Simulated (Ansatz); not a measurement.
The cluster La2O3⁻: single points at one geometry.

```yaml
crystal:
  periodic: [false, false, false]
  atoms:
    - {symbol: La, position_ang: [-0.323237, -0.877593, 0.768822]}
    - {symbol: La, position_ang: [3.144141, 1.342885, -0.679123]}
    - {symbol: O, position_ang: [1.511914, 0.308063, -0.007761]}
    - {symbol: O, position_ang: [-2.067249, -0.884902, -0.568633]}
    - {symbol: O, position_ang: [-2.265569, 0.111547, 0.486704]}
basis:
  gaussian: {orbitals: def2-TZVPD, initial_orbitals: start.molden}
total_charge: -1
magnetization: {spin_polarized: true, initial_magnetization: 1}
hamiltonian: {xc: {name: wB97X-V}}
scf: {omitted_lower_state_checks: [starts]}
output: {orbitals: {seedname: orbitals}}
```

The file start.molden holds the orbitals of an earlier run on this structure, at another level or in another basis.

```sh
$ ansatz run in.yaml --threads 4 --pin off --events-out ev --progress --plain --max-ram 4787MiB
```

It prints (some lines left out):

```
Functional definition: wB97X-V
1260 factors; their error is unknown
370 factors; integrals over basis functions are off by at most 6.6e-5 eV
mean field evaluation 1: about -7860.2419 eV, gradient 6.5e0 eV
mean field evaluation 2: about -7860.3927 eV, gradient 3.8e-1 eV
mean field evaluation 4: about -7860.4478 eV, gradient 2.5e-1 eV
mean field evaluation 8: about -7860.4506 eV, gradient 1.4e-3 eV
mean field -7860.45062245 eV, -288.8662323703 hartree, gradient 5.5e-6 eV, S^2 0.750891; 0 other end points of the search recorded, 0 dependent functions left out
reference -7860.45062263 eV, -288.8662323769 hartree; 24, 23 occupied and 182, 183 virtual orbitals, 1260 factors
Total energy: -7860.45062263 eV, -288.8662323769 hartree
Checks for a lower state left out: starts
```

Run time 1.9 min (4 threads of Intel Xeon on a shared host), peak host memory 1.4 GiB.

The first input with `hamiltonian: {xc: {name: LC-wPBE}}` (abridged; 98 s):

```
Functional definition: LC-wPBE
mean field evaluation 16: about -7861.0299 eV, gradient 9.9e-2 eV
mean field evaluation 32: about -7861.0385 eV, gradient 2.8e-5 eV
mean field -7861.03852412 eV, -288.8878373582 hartree, gradient 6.2e-6 eV, S^2 1.023592
Total energy: -7861.03852413 eV, -288.8878373584 hartree
Checks for a lower state left out: starts
```

The first input with `hamiltonian: {xc: pbe0, dispersion: d4}` (abridged; 36 s):

```
Functional definition: PBE0
mean field evaluation 16: about -7857.5109 eV, gradient 2.5e-6 eV
mean field -7857.51086423 eV, -288.7581982482 hartree, gradient 2.5e-6 eV, S^2 0.998310
Total energy: -7857.65400322 eV, -288.7634585090 hartree
Checks for a lower state left out: starts
```

As the first input, with `hamiltonian: {xc: {name: B3LYP}, dispersion: d4}` (abridged; 41 s):

```
Functional definition: B3LYP
mean field evaluation 16: about -7865.0005 eV, gradient 2.0e-5 eV
mean field -7865.00046334 eV, -289.0334359389 hartree, gradient 1.0e-5 eV, S^2 0.768226
Total energy: -7865.27296166 eV, -289.0434500673 hartree
Checks for a lower state left out: starts
```

As the first input, with `hamiltonian: {xc: r2scan, dispersion: d4}` (abridged; 53 s):

```
Functional definition: r2SCAN
mean field -7862.26762572 eV, -288.9330060089 hartree, gradient 4.1e-6 eV, S^2 1.350851
Total energy: -7862.30337485 eV, -288.9343197652 hartree
Checks for a lower state left out: starts
```

First input, but with `hamiltonian: {xc: pbe, dispersion: d4}`, `output: {forces: true, orbitals: {seedname: orbitals}}` (abridged; 52 s):

```
Functional definition: PBE
mean field evaluation 16: about -7859.6109 eV, gradient 8.7e-6 eV
mean field -7859.61089890 eV, -288.8353730991 hartree, gradient 5.6e-9 eV, S^2 0.955591
Total energy: -7859.77679115 eV, -288.8414695268 hartree
Atom 0 force     0.111719    -0.073829     0.090381 eV/Å
Atom 1 force     0.013284     0.009359    -0.006346 eV/Å
Atom 2 force     0.031667     0.020856    -0.013511 eV/Å
Atom 3 force     0.010082    -0.423461    -0.506510 eV/Å
Atom 4 force    -0.166752     0.467076     0.435986 eV/Å
Dipole moment:     0.835943     0.292621    -0.119690 e Å
Checks for a lower state left out: starts
```

As the first input, with `gaussian: {orbitals: def2-SVPD, initial_orbitals: start.molden}`, `correlation: {method: ccsd_t}`, `scf: {omitted_lower_state_checks: [starts, cluster_reference]}` and without the key `hamiltonian` (abridged; 4.3 min):

```
Functional definition: HF
mean field evaluation 16: about -7803.3476 eV, gradient 1.2e-1 eV
mean field -7803.35967128 eV, -286.7681786123 hartree, gradient 2.0e-6 eV, S^2 1.348586
3 core orbitals not correlated: weight in the atoms' cores, before any rotation towards them, 1.000 or more for the frozen orbitals, at most 0.000 for the correlated occupied ones
second order -26.07651625 eV of doubles, -0.00000000 eV of singles
cycle   1  -24.62101217 eV  change     1.5e0 eV  update   2.5e-1
cycle   2  -25.69570420 eV  change    -1.1e0 eV  update   1.2e-1
cycle   3  -26.10174621 eV  change   -4.1e-1 eV  update   8.0e-2
cycle   4  -26.16289380 eV  change   -6.1e-2 eV  update   5.0e-2
cycle   5  -26.15825567 eV  change    4.6e-3 eV  update   3.5e-2
cycle   6  -26.19933454 eV  change   -4.1e-2 eV  update   2.2e-2
cycle   7  -26.23208031 eV  change   -3.3e-2 eV  update   1.2e-2
cycle   8  -26.24018861 eV  change   -8.1e-3 eV  update   7.3e-3
cycle   9  -26.24257740 eV  change   -2.4e-3 eV  update   3.8e-3
cycle  10  -26.24680889 eV  change   -4.2e-3 eV  update   2.2e-3
cycle  11  -26.24403136 eV  change    2.8e-3 eV  update   1.4e-3
cycle  12  -26.24325570 eV  change    7.8e-4 eV  update   7.9e-4
cycle  13  -26.24411580 eV  change   -8.6e-4 eV  update   5.1e-4
cycle  14  -26.24376536 eV  change    3.5e-4 eV  update   3.3e-4
cycle  15  -26.24404549 eV  change   -2.8e-4 eV  update   2.4e-4
cycle  16  -26.24423915 eV  change   -1.9e-4 eV  update   1.5e-4
cycle  17  -26.24423356 eV  change    5.6e-6 eV  update   9.9e-5
cycle  18  -26.24421379 eV  change    2.0e-5 eV  update   6.4e-5
cycle  19  -26.24423433 eV  change   -2.1e-5 eV  update   4.6e-5
perturbative correction -1.23289697 eV, -0.0453081280 hartree
Total energy: -7830.83680258 eV, -287.7779445631 hartree
Checks for a lower state left out: starts, cluster_reference
```

Geometry: PBE0-D4/def2-SVPD.

In the def2 sets La takes a core potential; there is no spin–orbit coupling. LC-ωPBE has ω = 0.4 bohr⁻¹. B3LYP takes the VWN-RPA correlation. Correlated methods freeze 3 core orbitals; core or outer-core shells of La are correlated, in sets that lack core-valence functions. The structure holds one bond between oxygen atoms, so isomers without such links may lie far lower. At LC-ωPBE/def2-TZVPD, PBE0-D4/def2-TZVPD, r2SCAN-D4/def2-TZVPD, PBE-D4/def2-TZVPD and others the charge -1 doublet is spin-contaminated (final ⟨S²⟩ up to 1.35, 0.75 for a pure state). At B3LYP-D4/def2-TZVPD, r2SCAN-D4/def2-TZVPD, PBE-D4/def2-TZVPD the highest occupied level of the charge -1 doublet lies above zero (up to 0.42 eV). The electron is either unbound and held by the finite basis, or the level is raised by self-interaction error. At CCSD(T)/def2-SVPD T1 of the charge -1 doublet is large (up to 0.063), so the single-reference result is doubtful. Another isomer (doublet) lies 4.84 eV lower at PBE0-D4/def2-TZVPD; other spin states weren't run for this one.
